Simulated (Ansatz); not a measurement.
GaO2H, 4 atoms. Hardware: 4 threads of Arm Neoverse V1 on a shared host.

Correlated methods freeze 11 core orbitals; core or outer-core shells of Ga are correlated, in sets that lack core-valence functions.

Problem. How many basis functions does each of these Ansatz runs have, and roughly what does it cost? PBE0-D4/def2-TZVPD, charge 0 singlet, energy, from earlier orbitals; HSE06-D4/def2-TZVP, charge 0 singlet, energy, from earlier orbitals; CCSD(T)/def2-TZVPD, charge -1 doublet at the geometry of the charge 0 singlet, energy, from earlier orbitals; CCSD(T)/def2-TZVPD, charge 0 singlet, energy, from earlier orbitals; r2SCAN-D4/def2-TZVPD, charge -1 doublet at the geometry of the charge 0 singlet, energy, from earlier orbitals; MP2/def2-TZVP, charge 0 singlet, energy, from earlier orbitals; PBE0-D4/def2-TZVPD, charge -1 doublet at the geometry of the charge 0 singlet, energy; CCSD(T)/def2-TZVPP, charge 1 doublet at the geometry of the charge 0 singlet, energy, from earlier orbitals; PBE0-D4/def2-TZVP, charge 1 doublet, energy, from earlier orbitals; PBE0-D4/def2-TZVP, charge 0 triplet at the geometry of the charge 0 singlet, energy; B3LYP-D4/def2-TZVP, charge 1 doublet, relaxation, 4 steps; B3LYP-D4/def2-TZVP, charge 0 singlet, energy, from earlier orbitals.

Solution. Other jobs shared the machine, so times can vary by a factor of up to 3. A dash marks memory too small to be measured apart from the calling script's.

```csv
run,functions,fitting or Cholesky vectors,wall time,peak host memory (GiB)
"MP2/def2-TZVP, charge 0 singlet, energy, from earlier orbitals",116,779,0.6 s,–
"B3LYP-D4/def2-TZVP, charge 0 singlet, energy, from earlier orbitals",116,749,0.7 s,–
"HSE06-D4/def2-TZVP, charge 0 singlet, energy, from earlier orbitals",116,759,0.86 s,–
"PBE0-D4/def2-TZVPD, charge 0 singlet, energy, from earlier orbitals",143,843,1.2 s,–
"PBE0-D4/def2-TZVPD, charge -1 doublet at the geometry of the charge 0 singlet, energy",143,843,2.3 s,–
"PBE0-D4/def2-TZVP, charge 1 doublet, energy, from earlier orbitals",116,759,3.1 s,–
"r2SCAN-D4/def2-TZVPD, charge -1 doublet at the geometry of the charge 0 singlet, energy, from earlier orbitals",143,795,3.7 s,–
"PBE0-D4/def2-TZVP, charge 0 triplet at the geometry of the charge 0 singlet, energy",116,759,4.7 s,–
"B3LYP-D4/def2-TZVP, charge 1 doublet, relaxation, 4 steps",116,749,6 s,–
"CCSD(T)/def2-TZVPD, charge 0 singlet, energy, from earlier orbitals",143,919,15 s,0.88
"CCSD(T)/def2-TZVPP, charge 1 doublet at the geometry of the charge 0 singlet, energy, from earlier orbitals",124,806,31 s,1.3
"CCSD(T)/def2-TZVPD, charge -1 doublet at the geometry of the charge 0 singlet, energy, from earlier orbitals",143,919,69 s,2.1
```
